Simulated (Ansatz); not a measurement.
Species: [In(F)3(O(CH3)2)] (charge 0, multiplicity 1).

**Question.** Give a relaxed geometry from PBE0-D4/def2-SVP run with Ansatz (a program for electronic structure).

**Answer.** One answer among several that fit: the end point of this relaxation, one of several conformers.
Z-matrix (Å, degrees):
```
O
C 1 1.4185
H 2 1.0977 1 106.64
H 2 1.1020 3 109.19 1 -118.60
H 2 1.1020 3 110.79 4 -121.07
C 1 1.4186 2 116.87 3 -170.56
H 6 1.0977 1 106.64 2 170.58
H 6 1.1020 7 109.19 1 118.60
H 6 1.1020 7 110.78 8 121.07
In 1 2.2237 2 121.50 3 5.94
F 10 1.9498 1 105.35 2 91.82
F 10 1.9570 11 116.24 1 -99.64
F 10 1.9570 11 116.24 12 -160.64
```
